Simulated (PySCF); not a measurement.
GeH8N2Si, SMILES [NH2][GeH2][SiH2]N. The structure is a stationary point at PBE-D3(BJ)/def2-SVP. This is a generated structure with no PubChem entry under its InChIKey; it may be hypothetical. One conformer was computed; it need not be the lowest.

Computed equilibrium geometry at PBE-D3(BJ)/def2-SVP (PySCF confirms it by a frequency run) as Cartesian coordinates in Å (one conformer of several):
```xyz
12

N     -2.6155     0.2851     0.0555
Si    -1.0586     1.0891     0.0951
Ge     0.6023    -0.6310     0.0566
N      2.2366     0.1972    -0.3164
H     -2.7743    -0.3953    -0.6930
H     -3.4575     0.8539     0.1853
H     -0.9980     1.8948     1.3644
H     -0.7492     2.0515    -1.0399
H      0.7851    -1.3298     1.4318
H      0.1796    -1.7467    -0.9684
H      3.0089    -0.4765    -0.3947
H      2.2041     0.7159    -1.2031
```
Charge 0, spin multiplicity 1.
